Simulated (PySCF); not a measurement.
A structure optimised at PBE-D3(BJ)/def2-SVP, used in a PySCF frequency run:

```xyz
8

F      1.3852     0.7997    -1.0022
Ge     0.0000     0.0000    -0.3042
F     -1.3852     0.7997    -1.0022
F      0.0000    -1.5995    -1.0022
Si     0.0000     0.0000     2.0857
H      0.0000     1.4308     2.5311
H      1.2391    -0.7154     2.5311
H     -1.2391    -0.7154     2.5311
```
Charge 0, spin multiplicity 1.

Question: Write its SMILES, formula and point group.

Answer: [F][Ge]([F])([F])[SiH3], F3GeH3Si, C3v

Question: What are its rotational constants (standard atomic weights)?

Answer: 3.3248, 1.8019, 1.8019 GHz
